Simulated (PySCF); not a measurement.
Bond length, frequency and bond energy of CaBe by level of theory

State: ¹Σ⁺ (singlet), closed shell. Set-up: basis Ca 3-21G, Be 3-21G; no relativity; PySCF 2.14. De refers to Ca + Be in their ground configurations, without counterpoise correction. A positive dipole means Ca(−)Be(+). Levels whose curve was spin-contaminated or gave no clean fit are not listed.

```csv
Level,Re (Å),ωe (cm⁻¹),De (eV),μ (D),"CPU s a point (SCF and correlation, without the integrals)"
LDA,3.410,178,0.341,-0.84,0.14
PBE,3.475,165,0.267,-0.87,0.22
r²SCAN,3.517,162,0.238,-0.68,0.32
TPSSh,3.537,154,0.212,-0.62,0.36
PBE0,3.571,144,0.194,-0.60,0.38
M06-2X,3.696,120,0.133,-0.30,0.29
```

What does a quarter of exact exchange do here, going from PBE to PBE0?

PBE0 less PBE: +9.6 pm in Re, -12.7 % in ωe, -0.07 eV in De. Exact exchange removes part of the self-interaction that spreads semilocal densities, and in most molecules shortens and stiffens the bond and lowers De; here Re and ωe go the other way.

What does the step from GGA to meta-GGA do here, going from PBE to r²SCAN?

r²SCAN less PBE: +4.2 pm in Re, -1.8 % in ωe, -0.03 eV in De. 

Closed-shell solutions of metal pairs were not tested for spin polarisation, which can lower them a little. The bond is weak. Basis-set superposition, not corrected here, can be much of De in a small basis, most of all at correlated wavefunction levels. Functionals without a dispersion term scatter widely for such bonds, and LDA overbinds them. 3-21G is very small, so such numbers show the basis as much as the molecule.

The whole job (state search and all levels along the bond) took about 0.66 min on 1 thread of Arm Neoverse V1 (shared host), peak memory 0.37 GiB.
